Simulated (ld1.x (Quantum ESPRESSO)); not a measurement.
# Building the ultrasoft potential for H (Z = 1) (PBEsol, scalar-relativistic).

```json
{
 "Element": "H",
 "Generator": "ld1.x (Quantum ESPRESSO) 7.5",
 "Type": "ultrasoft",
 "Functional": "PBEsol",
 "Relativity": "scalar-relativistic",
 "Frozen core": "none",
 "Valence charge": "1",
 "Reference configuration": "1s1",
 "Partial waves": "1s (bound): rcut 1.15, rcutus 1.50 bohr; 1s channel at 1.05 Ry: rcut 1.15, rcutus 1.50 bohr",
 "Local potential": "all-electron potential smoothed inside 1.40 bohr (lloc = -2)",
 "Core correction": "none",
 "Augmentation charge": "PSQ, radius 1.05 bohr"
}
```

- Cutoffs needed: 12 Ry and 18 Ry (the cutoffs (Ry, on a coarse ladder) from which the occupation-weighted sum of valence levels, in a spherical-Bessel basis at the reference potential, stays within 10 and 1 mRy of its value at 400 Ry)
- Ghost test: no extra level below or beside the all-electron valence levels (s, p, d, f tested) (spherical-Bessel basis up to 400 Ry, 20 bohr box)
- Lowest eigenvalue of the overlap operator: 0.95 (s channel)
- Density cutoff estimated by the generator: 146 Ry
